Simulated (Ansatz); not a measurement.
Species: sum formula HSiO$_{2}$F$_{2}$, charge 0, multiplicity 2. It need not be the lowest isomer of its formula. 
Coordinates optimised at B3LYP-D3(BJ)/def2-TZVP (Ansatz, a quantum-chemistry and plane-wave program):
```
Si
F 1 1.5738
F 1 1.5800 2 106.85
O 1 1.6155 2 107.46 3 123.06
H 4 0.9614 1 120.05 2 -176.79
O 1 1.6504 2 113.29 3 -119.45
```
Charge 0, spin multiplicity 2.

Atomisation energy built up term by term with Ansatz (kcal/mol; UHF references for open shells; valence terms freeze the core; atomic spin-orbit terms are left out). CBS marks a two-point X^-3 extrapolation of the correlation energy; Hartree-Fock from the larger set (for Q and 5 zeta extrapolated as (X+1)exp(-9√X)).

| term | basis | kcal/mol |
|---|---|---|
| Hartree-Fock | CBS(cc-pV(Q+d)Z,cc-pV(5+d)Z) | 435.75 |
| CCSD correlation | CBS(cc-pV(Q+d)Z,cc-pV(5+d)Z) | 163.12 |
| (T) | CBS(cc-pV(Q+d)Z,cc-pV(5+d)Z) | 12.12 |
| core correlation | cc-pwCVTZ | 0.65 |
| scalar relativity (X2C) | cc-pVTZ-DK against cc-pVTZ | -1.80 |
| sum: De |  | 609.8 |

(T) makes 2.0 % of the CCSD(T) atomisation energy; under 5 % is typical of single-reference molecules.
